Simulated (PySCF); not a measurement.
## Frontier orbitals and the lowest excitations

Species: C4H11NSi.
Structure used (PBE0-D3(BJ)/def2-SVP), in Å, numbered top down from 1:
```xyz
17
C4H11NSi angstrom
C      2.5178   -0.1642   -0.2039
N      1.5092    0.4424    0.2475
Si    -0.0751    0.4926   -0.5266
C     -0.5030    2.2844   -0.8511
C     -1.2929   -0.3071    0.6592
C     -0.9502   -1.7462    1.0328
H      3.4761   -0.1575    0.3512
H      2.5337   -0.7370   -1.1586
H     -0.0392   -0.2820   -1.8201
H     -1.5096    2.3725   -1.2887
H      0.2147    2.7459   -1.5462
H     -0.4828    2.8574    0.0888
H     -2.2957   -0.2486    0.1999
H     -1.3368    0.3273    1.5619
H     -1.6919   -2.1803    1.7215
H     -0.9086   -2.3970    0.1444
H      0.0323   -1.8046    1.5268
```

Theory: TDDFT CAM-B3LYP/def2-SVPD, vertical, gas phase, core orbitals frozen in the response (PySCF).

Kohn–Sham orbitals with the atoms that hold most of them (Löwdin shares over 4%, at most four atoms; ? is withheld):

```json
{"orbital": "HOMO-3", "ε (eV)": "-11.08", "atoms": "C6 25%, C5 22%, H17 12%, H13 10%"}
{"orbital": "HOMO-2", "ε (eV)": "-10.20", "atoms": "C4 26%, Si3 24%, H9 17%, C5 6%"}
{"orbital": "HOMO-1", "ε (eV)": "-9.48", "atoms": "?"}
{"orbital": "HOMO", "ε (eV)": "-8.33", "atoms": "?"}
{"orbital": "LUMO", "ε (eV)": "0.45", "atoms": "C1 40%, N2 34%, H7 7%, H8 7%"}
{"orbital": "LUMO+1", "ε (eV)": "1.49", "atoms": "Si3 20%, C4 14%, C6 8%, C1 8%"}
{"orbital": "LUMO+2", "ε (eV)": "1.63", "atoms": "C1 13%, C6 13%, C4 11%, Si3 6%"}
```

Question: Give the leading atoms of the HOMO.

Answer: N2 (bonded to C and Si) 58%; C1 (bonded to N and 2 H) 16%; Si3 (bonded to 2 C, N and H) 9%; H8 (bonded to C) 6%.

Question: Give the leading atoms of the HOMO-1.

Answer: C5 (bonded to C, Si and 2 H) 31%; Si3 (bonded to 2 C, N and H) 18%; C6 (bonded to C and 3 H) 10%; C4 (bonded to Si and 3 H) 9%. By element: carbon 50% or more, silicon 18%.

Question: How does S1 compare with the orbital gap of 8.78 eV?

Answer: S1 is at 4.09 eV (f = 0.0003), 4.69 eV below the gap, made of HOMO→LUMO (98%). Without the coupling terms of the response equations the lowest excitation would equal the gap.

Question: One configuration dominates each of S1, S3 and S5. Which, and how do the shares of the two leading atoms of either orbital change from the occupied to the empty one?

Answer: 
- S1 (4.09 eV, f 0.0003), HOMO→LUMO (98%): N2 58% → 34%, C1 16% → 40%
- S3 (7.13 eV, f 0.108), HOMO-1→LUMO (92%): C5 31% → at most 8%, Si3 18% → at most 8%, C1 at most 10% → 40%, N2 at most 10% → 34%
- S5 (7.58 eV, f 0.068), HOMO-2→LUMO (89%): C4 26% → at most 8%, Si3 24% → at most 8%, C1 at most 7% → 40%, N2 at most 7% → 34%

Hardware: one thread of an Arm Neoverse V1, on a shared host. Cost: 2.6 min of wall time.

One conformer stands for the species.
